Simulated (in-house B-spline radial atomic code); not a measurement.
Configurations of Ca IV (Ca3+), with energies counted from [Ne] 3s2 3p5. Level of theory: scalar-relativistic (X2C) PBE0, spin-polarised, spherical fractional occupations, exact exchange averaged over the configuration, Fermi nucleus of rms radius 3.4776 fm; calculated with a radial B-spline atomic code at the basis-set limit. Shells without spins written out take the highest spin.

Occupations are held fixed; configurations that lie above the ionisation limit could autoionise.

```json
{"configuration": "[Ne] 3s1 3p5 3d1", "E - E(ref) (eV)": "46.659", "highest orbital": "3d up", "its <r> (bohr)": "1.389"}
{"configuration": "[Ne] 3s2 3p4 4d1", "E - E(ref) (eV)": "48.497", "highest orbital": "4d up", "its <r> (bohr)": "3.759"}
{"configuration": "[Ne] 3s1 3p5 4s1", "E - E(ref) (eV)": "56.826", "highest orbital": "4s up", "its <r> (bohr)": "2.72"}
{"configuration": "[Ne] 3s1 3p5 4f1", "E - E(ref) (eV)": "73.69", "highest orbital": "4f up", "its <r> (bohr)": "4.203"}
```

Task: Order these further configurations by energy, lowest first.
A. [Ne] 3s1 3p6
B. [Ne] 3s2 3p4 4f1
C. [He] 2s2 2p5 3s2 3p6
D. [Ne] 3s1 3p5 4d1

Result: A (20.969 eV), B (52.922 eV), D (69.214 eV), C (323.85 eV).
